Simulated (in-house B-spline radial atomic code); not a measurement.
Binding energies in Sb

NIST's tabulated ground configuration is [Kr] 4d10 5s2 5p3; each binding energy is the energy of the ion with one electron taken from that subshell, relaxed, less that of the parent. Method: Dirac-Hartree-Fock, average of configuration, Fermi nucleus of rms radius 4.6802 fm. Calculated with a radial B-spline atomic code at the basis-set limit. Energies include first-order Breit, QED and recoil terms.

```json
{"subshell": "1s", "X-ray name": "K", "binding energy (eV)": "30498.7", "-ε (eV)": "30668.4", "relaxation (eV)": "67.2"}
{"subshell": "2s", "X-ray name": "L1", "binding energy (eV)": "4713.8", "-ε (eV)": "4760.9", "relaxation (eV)": "36.4"}
{"subshell": "3s", "X-ray name": "M1", "binding energy (eV)": "956.4", "-ε (eV)": "974.3", "relaxation (eV)": "16.2"}
{"subshell": "3d3/2", "X-ray name": "M4", "binding energy (eV)": "545.9", "-ε (eV)": "564.0", "relaxation (eV)": "17.7"}
{"subshell": "3d5/2", "X-ray name": "M5", "binding energy (eV)": "536.5", "-ε (eV)": "554.1", "relaxation (eV)": "17.5"}
{"subshell": "4s", "X-ray name": "N1", "binding energy (eV)": "170.5", "-ε (eV)": "176.6", "relaxation (eV)": "5.8"}
{"subshell": "4d3/2", "X-ray name": "N4", "binding energy (eV)": "40.6", "-ε (eV)": "45.04", "relaxation (eV)": "4.46"}
{"subshell": "4d5/2", "X-ray name": "N5", "binding energy (eV)": "39.38", "-ε (eV)": "43.69", "relaxation (eV)": "4.37"}
{"subshell": "5s", "X-ray name": "O1", "binding energy (eV)": "16.26", "-ε (eV)": "17.07", "relaxation (eV)": "0.79"}
{"subshell": "5p", "X-ray name": "O2,3", "binding energy (eV)": "7.62", "-ε (eV)": "8.11", "relaxation (eV)": "0.48"}
```

Relaxation = -ε minus the binding energy without Breit, QED and recoil terms.

Question: What does it cost to remove two 3d3/2 electrons?

Answer: 1137.1 eV, which is 45.37 eV more than the two single binding energies together.

Question: What does it cost to remove two 1s electrons?

Answer: 61818 eV, which is 820.8 eV more than the two single binding energies together.
